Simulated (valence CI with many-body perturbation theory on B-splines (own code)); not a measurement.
E1 line list for Tm³⁷⁺

Calculated by valence CI with perturbative core correlation (CI+MBPT): four valence electrons over a frozen Dirac-Fock core [Ar] 3d10, radial functions for each j: 11 s, 11 p, 10 d, 8 f, 5 g, 2 h, with the one-electron correlation potential Σ1 (screened to all orders), the two-electron term Σ2, the three-electron term Σ3, Breit, model QED; selected single and double excitations, second order for the rest, scaled by the run's own slope (own B-spline code, finite nucleus).

No measured spectrum was set against this ion. As an estimate, large intervals hold to a few tenths of a per cent, small ones and those within an open d or f shell to about a per cent. Among the levels kept, up to 390 cm⁻¹ of a level comes from second order outside the variational space, and about a tenth of that is noise between levels of different J, which matters for small intervals.

Lines 101 to 150 of 563 in falling wavelength, among levels below 534.02 eV, chosen from the strongest by gf and those to the six lowest levels. Wavelengths and rates use the calculated energies. Electric multipoles are in the length gauge, E1 and E2 with the static RPA response of the core. Weak lines are less certain than strong ones. Lines between different terms over intervals too small for the method are left out, as are lines whose strength nearly cancels. Where a level lies close to another of its J and parity, the split of strength between their lines is uncertain. The highest levels of a list are the least certain.

Levels are named by their leading jj configuration (3d3/2^4 stands for four electrons in 3d with j = 3/2), which in mixed levels can hold well under half, so a name can repeat and another be missing. Letters in brackets count levels of one name in rising energy.

| λ vac (Å) | Upper | Lower | A (s⁻¹) | S (a.u.) |
| --- | --- | --- | --- | --- |
| 80.26 | (4p1/2^2 4p3/2 4d5/2) J=1 | (4s 4p1/2^2 4d5/2) J=2 [b] | 1.10e+11 | 8.39e-02 |
| 80.25 | (4s 4p1/2 4p3/2 4d5/2) J=1 [a] | (4s^2 4p1/2 4d5/2) J=2 | 5.85e+10 | 4.48e-02 |
| 80.15 | (4s 4p1/2 4p3/2 4d5/2) J=0 | (4s 4p1/2 4p3/2^2) J=1 [b] | 1.64e+11 | 4.18e-02 |
| 80.15 | (4s 4p1/2 4p3/2 4d3/2) J=2 [b] | (4s^2 4p1/2 4d3/2) J=2 | 1.60e+11 | 2.03e-01 |
| 80.14 | (4s^2 4p3/2 4f5/2) J=4 | (4s^2 4p3/2 4d5/2) J=3 | 5.22e+10 | 1.19e-01 |
| 80.13 | (4s 4p1/2 4p3/2 4d5/2) J=3 [a] | (4s 4p1/2 4p3/2^2) J=3 | 5.53e+10 | 9.83e-02 |
| 80.13 | (4s 4p1/2 4p3/2 4f7/2) J=3 [a] | (4s 4p1/2 4p3/2 4d5/2) J=3 [a] | 4.39e+10 | 7.79e-02 |
| 80.10 | (4s 4p1/2 4d3/2 4d5/2) J=4 [d] | (4s 4p1/2 4p3/2 4d3/2) J=3 [b] | 4.40e+10 | 1.00e-01 |
| 80.04 | (4s^2 4p3/2 4d5/2) J=1 | (4s^2 4p3/2^2) J=0 | 2.30e+10 | 1.75e-02 |
| 80.02 | (4p1/2^2 4p3/2 4d5/2) J=1 | (4p1/2^2 4p3/2^2) J=0 | 1.67e+11 | 1.27e-01 |
| 80.02 | (4s 4p1/2 4d3/2 4d5/2) J=3 [b] | (4s 4p1/2 4p3/2 4d3/2) J=4 | 7.37e+10 | 1.30e-01 |
| 79.99 | (4s^2 4p3/2 4f5/2) J=2 | (4s^2 4p3/2 4d3/2) J=1 | 4.15e+10 | 5.24e-02 |
| 79.93 | (4s 4p1/2 4p3/2 4d5/2) J=2 [d] | (4s 4p1/2 4p3/2^2) J=2 [b] | 3.60e+10 | 4.53e-02 |
| 79.86 | (4p1/2 4p3/2^2 4d5/2) J=4 [a] | (4s 4p1/2 4p3/2 4d5/2) J=5 | 7.41e+10 | 1.68e-01 |
| 79.83 | (4s 4p1/2 4p3/2 4f5/2) J=3 [c] | (4s 4p1/2 4p3/2 4d3/2) J=2 [d] | 6.40e+10 | 1.12e-01 |
| 79.81 | (4p1/2 4p3/2^2 4d3/2) J=2 [a] | (4s 4p1/2 4p3/2 4d3/2) J=3 [b] | 3.51e+10 | 4.40e-02 |
| 79.78 | (4s 4p1/2 4d3/2 4d5/2) J=2 [a] | (4s 4p1/2 4p3/2 4d3/2) J=1 [a] | 8.46e+10 | 1.06e-01 |
| 79.77 | (4s^2 4d3/2 4d5/2) J=3 | (4s^2 4p3/2 4d3/2) J=3 | 1.51e+11 | 2.65e-01 |
| 79.66 | (4s 4p1/2^2 4f7/2) J=3 | (4s 4p1/2^2 4d5/2) J=2 [a] | 9.57e+10 | 1.67e-01 |
| 79.62 | (4s 4p3/2^2 4d3/2) J=2 [b] | (4s^2 4p3/2 4d3/2) J=3 | 7.65e+10 | 9.52e-02 |
| 79.61 | (4s 4p1/2 4p3/2 4f7/2) J=4 [b] | (4s^2 4p1/2 4f5/2) J=3 | 4.11e+10 | 9.22e-02 |
| 79.59 | (4s 4p1/2 4p3/2 4d3/2) J=1 [e] | (4s^2 4p1/2 4d3/2) J=1 | 1.46e+11 | 1.09e-01 |
| 79.55 | (4s 4p3/2^2 4d3/2) J=1 [c] | (4s^2 4p3/2 4d3/2) J=0 | 8.79e+10 | 6.55e-02 |
| 79.55 | (4p1/2^2 4p3/2 4d3/2) J=2 | (4s 4p1/2^2 4d3/2) J=2 | 3.98e+10 | 4.94e-02 |
| 79.53 | (4s 4p1/2^2 4d5/2) J=3 | (4s 4p1/2^2 4p3/2) J=2 | 1.50e+11 | 2.60e-01 |
| 79.52 | (4s 4p1/2 4d5/2^2) J=3 | (4s 4p1/2 4p3/2 4d5/2) J=4 [b] | 1.04e+11 | 1.81e-01 |
| 79.50 | (4s 4p1/2 4d5/2^2) J=3 | (4s 4p1/2 4p3/2 4d5/2) J=3 [b] | 5.08e+10 | 8.82e-02 |
| 79.50 | (4s 4p1/2 4p3/2 4f5/2) J=2 [c] | (4s 4p1/2 4p3/2 4d3/2) J=1 [e] | 3.70e+10 | 4.59e-02 |
| 79.42 | (4s 4p1/2 4p3/2 4d3/2) J=2 [d] | (4s 4p1/2 4p3/2^2) J=3 | 5.10e+10 | 6.30e-02 |
| 79.40 | (4p1/2 4p3/2^2 4d5/2) J=2 | (4s 4p1/2 4p3/2 4d5/2) J=3 [c] | 7.91e+10 | 9.77e-02 |
| 79.40 | (4s 4p1/2 4p3/2 4d3/2) J=3 [b] | (4s^2 4p1/2 4d3/2) J=2 | 4.85e+10 | 8.39e-02 |
| 79.38 | (4s 4p1/2 4p3/2 4f5/2) J=2 [d] | (4s^2 4p1/2 4f5/2) J=3 | 4.77e+10 | 5.89e-02 |
| 79.37 | (4s 4p1/2 4p3/2 4f7/2) J=2 [b] | (4s 4p1/2 4p3/2 4d5/2) J=3 [b] | 3.54e+10 | 4.37e-02 |
| 79.22 | (4s 4p1/2 4p3/2 4f7/2) J=2 [c] | (4s 4p1/2 4p3/2 4d5/2) J=1 [a] | 1.56e+11 | 1.91e-01 |
| 79.20 | (4s 4p1/2 4d5/2^2) J=2 | (4s 4p1/2 4p3/2 4d5/2) J=3 [a] | 6.55e+10 | 8.04e-02 |
| 79.19 | (4s 4p1/2 4p3/2^2) J=0 | (4s^2 4p1/2 4p3/2) J=1 | 1.48e+11 | 3.64e-02 |
| 79.16 | (4p1/2^2 4p3/2 4d3/2) J=3 | (4s 4p1/2^2 4d3/2) J=2 | 3.54e+10 | 6.07e-02 |
| 79.06 | (4p1/2 4p3/2^2 4d3/2) J=2 [a] | (4s 4p1/2 4p3/2 4d3/2) J=2 [b] | 2.00e+11 | 2.44e-01 |
| 79.05 | (4s^2 4p1/2 4d5/2) J=2 | (4s^2 4p1/2 4p3/2) J=2 | 9.67e+09 | 1.18e-02 |
| 79.01 | (4s 4p1/2 4p3/2 4d5/2) J=2 [a] | (4s 4p1/2 4p3/2^2) J=2 [a] | 1.30e+11 | 1.59e-01 |
| 78.99 | (4s 4p1/2^2 4f7/2) J=3 | (4s 4p1/2^2 4d5/2) J=3 | 6.09e+10 | 1.04e-01 |
| 78.95 | (4p1/2 4p3/2^2 4d3/2) J=2 [c] | (4s 4p1/2 4p3/2 4d3/2) J=1 [b] | 3.49e+10 | 4.23e-02 |
| 78.90 | (4p1/2 4p3/2^2 4d3/2) J=1 [c] | (4s 4p1/2 4p3/2 4d3/2) J=0 [b] | 8.61e+10 | 6.26e-02 |
| 78.89 | (4s 4p1/2 4d5/2^2) J=3 | (4s 4p1/2 4p3/2 4d5/2) J=2 [b] | 4.00e+10 | 6.79e-02 |
| 78.86 | (4s 4p1/2^2 4d5/2) J=2 [a] | (4s 4p1/2^2 4p3/2) J=2 | 1.12e+11 | 1.36e-01 |
| 78.85 | (4s 4p1/2 4p3/2 4d3/2) J=1 [c] | (4s 4p1/2 4p3/2^2) J=2 [a] | 6.22e+10 | 4.52e-02 |
| 78.85 | (4s 4p1/2 4d3/2 4d5/2) J=3 [c] | (4s 4p1/2 4p3/2 4d3/2) J=3 [b] | 6.89e+10 | 1.17e-01 |
| 78.79 | (4p1/2 4p3/2^2 4d3/2) J=1 [a] | (4s 4p1/2 4p3/2 4d3/2) J=1 [c] | 1.62e+11 | 1.18e-01 |
| 78.76 | (4s 4p1/2 4p3/2 4f7/2) J=2 [b] | (4s 4p1/2 4p3/2 4d5/2) J=2 [b] | 1.23e+11 | 1.49e-01 |
| 78.73 | (4s 4p1/2 4d3/2 4d5/2) J=3 [d] | (4s 4p1/2 4p3/2 4d3/2) J=3 [c] | 7.01e+10 | 1.18e-01 |
